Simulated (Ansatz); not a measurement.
**Molecular dynamics of AlClF₃H**

Input:

```yaml
crystal:
  periodic: [false, false, false]
  atoms:
    - { symbol: Al, position_ang: [0.013966, -0.290687, -0.011851] }
    - { symbol: Cl, position_ang: [0.014306, 0.044979, 2.277808] }
    - { symbol: F, position_ang: [1.429325, 0.157199, -0.696191] }
    - { symbol: F, position_ang: [-1.427681, 0.085301, -0.684221] }
    - { symbol: F, position_ang: [0.063093, -1.932114, 0.656721] }
    - { symbol: H, position_ang: [0.05229, -1.360877, 1.738534] }
basis:
  gaussian: { orbitals: def2-SVP }
hamiltonian:
  xc: hf
md:
  timestep: 0.5
  n_steps: 200
  ensemble: nve
  temperature: 100.0
  initial_velocities: maxwell_boltzmann
  seed: 5717
```

Launched with:

```bash
$ ansatz run input.yaml --threads 1 --pin off --max-ram 2048MiB --backend cpu --events-out ev --progress --plain --runs-dir out
```

It starts at the highest image of a converged band, a first-order saddle point between two minima.

Output, in part (one step line in 7, the closing report, with atoms numbered from 0):

```
md step     0: t =     0.00 fs  T =   100.0 K  F+E_penalty+E_count = -27213.36353043 eV  E_kin = 0.051704 eV  conserved = -27213.31182643 eV  (35 SCF iters)
md step     7: t =     3.50 fs  T =    70.1 K  F+E_penalty+E_count = -27213.34802690 eV  E_kin = 0.036246 eV  conserved = -27213.31178050 eV  (35 SCF iters)
md step    14: t =     7.00 fs  T =    35.8 K  F+E_penalty+E_count = -27213.33027357 eV  E_kin = 0.018534 eV  conserved = -27213.31173938 eV  (35 SCF iters)
md step    21: t =    10.50 fs  T =    57.1 K  F+E_penalty+E_count = -27213.34122036 eV  E_kin = 0.029505 eV  conserved = -27213.31171550 eV  (34 SCF iters)
md step    28: t =    14.00 fs  T =   191.7 K  F+E_penalty+E_count = -27213.41070747 eV  E_kin = 0.099095 eV  conserved = -27213.31161276 eV  (33 SCF iters)
md step    35: t =    17.50 fs  T =   387.2 K  F+E_penalty+E_count = -27213.51295829 eV  E_kin = 0.200201 eV  conserved = -27213.31275710 eV  (32 SCF iters)
md step    42: t =    21.00 fs  T =   578.5 K  F+E_penalty+E_count = -27213.61257922 eV  E_kin = 0.299085 eV  conserved = -27213.31349396 eV  (33 SCF iters)
md step    49: t =    24.50 fs  T =   539.4 K  F+E_penalty+E_count = -27213.59004889 eV  E_kin = 0.278895 eV  conserved = -27213.31115369 eV  (34 SCF iters)
md step    56: t =    28.00 fs  T =   700.9 K  F+E_penalty+E_count = -27213.67278659 eV  E_kin = 0.362380 eV  conserved = -27213.31040678 eV  (33 SCF iters)
md step    63: t =    31.50 fs  T =   947.0 K  F+E_penalty+E_count = -27213.80149294 eV  E_kin = 0.489661 eV  conserved = -27213.31183170 eV  (33 SCF iters)
md step    70: t =    35.00 fs  T =  1233.3 K  F+E_penalty+E_count = -27213.95274231 eV  E_kin = 0.637670 eV  conserved = -27213.31507231 eV  (32 SCF iters)
md step    77: t =    38.50 fs  T =  1324.5 K  F+E_penalty+E_count = -27213.99967769 eV  E_kin = 0.684798 eV  conserved = -27213.31487966 eV  (32 SCF iters)
md step    84: t =    42.00 fs  T =  1263.3 K  F+E_penalty+E_count = -27213.96637404 eV  E_kin = 0.653163 eV  conserved = -27213.31321076 eV  (33 SCF iters)
md step    91: t =    45.50 fs  T =  1174.2 K  F+E_penalty+E_count = -27213.92098061 eV  E_kin = 0.607097 eV  conserved = -27213.31388407 eV  (32 SCF iters)
md step    98: t =    49.00 fs  T =   941.1 K  F+E_penalty+E_count = -27213.79759941 eV  E_kin = 0.486579 eV  conserved = -27213.31101997 eV  (33 SCF iters)
md step   105: t =    52.50 fs  T =   778.5 K  F+E_penalty+E_count = -27213.71215703 eV  E_kin = 0.402540 eV  conserved = -27213.30961743 eV  (33 SCF iters)
md step   112: t =    56.00 fs  T =   659.7 K  F+E_penalty+E_count = -27213.65152131 eV  E_kin = 0.341107 eV  conserved = -27213.31041420 eV  (33 SCF iters)
md step   119: t =    59.50 fs  T =   685.3 K  F+E_penalty+E_count = -27213.66496686 eV  E_kin = 0.354318 eV  conserved = -27213.31064926 eV  (33 SCF iters)
md step   126: t =    63.00 fs  T =   727.7 K  F+E_penalty+E_count = -27213.68765251 eV  E_kin = 0.376256 eV  conserved = -27213.31139618 eV  (33 SCF iters)
md step   133: t =    66.50 fs  T =   882.4 K  F+E_penalty+E_count = -27213.77083858 eV  E_kin = 0.456230 eV  conserved = -27213.31460892 eV  (32 SCF iters)
md step   140: t =    70.00 fs  T =   873.0 K  F+E_penalty+E_count = -27213.76477754 eV  E_kin = 0.451364 eV  conserved = -27213.31341393 eV  (32 SCF iters)
md step   147: t =    73.50 fs  T =   911.2 K  F+E_penalty+E_count = -27213.78671240 eV  E_kin = 0.471151 eV  conserved = -27213.31556106 eV  (32 SCF iters)
md step   154: t =    77.00 fs  T =   857.9 K  F+E_penalty+E_count = -27213.75890632 eV  E_kin = 0.443569 eV  conserved = -27213.31533682 eV  (36 SCF iters)
md step   161: t =    80.50 fs  T =   758.8 K  F+E_penalty+E_count = -27213.70614315 eV  E_kin = 0.392322 eV  conserved = -27213.31382134 eV  (34 SCF iters)
md step   168: t =    84.00 fs  T =   723.6 K  F+E_penalty+E_count = -27213.68917929 eV  E_kin = 0.374106 eV  conserved = -27213.31507350 eV  (32 SCF iters)
md step   175: t =    87.50 fs  T =   581.0 K  F+E_penalty+E_count = -27213.61214747 eV  E_kin = 0.300420 eV  conserved = -27213.31172737 eV  (33 SCF iters)
md step   182: t =    91.00 fs  T =   556.7 K  F+E_penalty+E_count = -27213.59943686 eV  E_kin = 0.287823 eV  conserved = -27213.31161403 eV  (33 SCF iters)
md step   189: t =    94.50 fs  T =   511.4 K  F+E_penalty+E_count = -27213.57489889 eV  E_kin = 0.264389 eV  conserved = -27213.31050959 eV  (26 SCF iters)
md step   196: t =    98.00 fs  T =   547.6 K  F+E_penalty+E_count = -27213.59226344 eV  E_kin = 0.283126 eV  conserved = -27213.30913775 eV  (25 SCF iters)
md step   200: t =   100.00 fs  T =   812.3 K  F+E_penalty+E_count = -27213.73485651 eV  E_kin = 0.420012 eV  conserved = -27213.31484434 eV  (35 SCF iters)
Total energy: -27213.73485651 eV, -1000.0863098447 hartree
Atom 0 at     0.008890    -0.088244     0.210887 Å, force    -0.075888     0.112116     1.404777 eV/Å
Atom 1 at     0.031633     0.442885     2.297975 Å, force    -0.065223    -0.465363    -1.101555 eV/Å
Atom 2 at     1.437064     0.038636    -0.562413 Å, force     0.138111    -0.133913    -0.252861 eV/Å
Atom 3 at    -1.425913    -0.073564    -0.569433 Å, force    -0.019302    -0.096880    -0.106738 eV/Å
Atom 4 at     0.034550    -2.576194     0.119362 Å, force    -0.053394    -0.321310     0.378786 eV/Å
Atom 5 at    -0.062436    -3.405324     0.510250 Å, force     0.075696     0.905351    -0.322409 eV/Å
Dipole moment:    -0.048385    -0.879008     0.113015 e Å
```

All steps were run. The conserved energy stayed within 0.64 meV per atom of its start (net change -0.5 meV per atom), so the integration is sound. The kinetic energy rose, since the run started high on the potential surface and went downhill. It ends in pieces (AlClF2 + FH), so much of that is their flight and rotation, not heat. A run of 0.1 ps of so small a system gives no equilibrium averages. The orbitals stay closed-shell, which can raise the energy where a bond breaks towards radicals; this wasn't checked here.

Between its relaxed ends the band would form Cl2–H6 and break F5–H6. These pairs go: Cl2–H6 1.51 → 4.24 Å, F5–H6 1.22 → 0.92 Å. In the last frame they stand as before the step (other bonds may differ from the relaxed reactants and products). Also parted: Al1–F5 1.77 → 2.49 Å. It ends as AlClF2 + FH. Pairs count as bonded within 1.25 times the sum of covalent radii (0.12 Å more for H–H).

Last frame:

```xyz
6
Properties=species:S:1:pos:R:3
Al 0.009 -0.088 0.211
Cl 0.032 0.443 2.298
F 1.437 0.039 -0.562
F -1.426 -0.074 -0.569
F 0.035 -2.576 0.119
H -0.062 -3.405 0.510
```

Time of the run: 3.5 min on 1 thread of Intel(R) Xeon(R) CPU @ 2.60GHz (Ice Lake), on a shared host, peak memory 0.17 GiB.
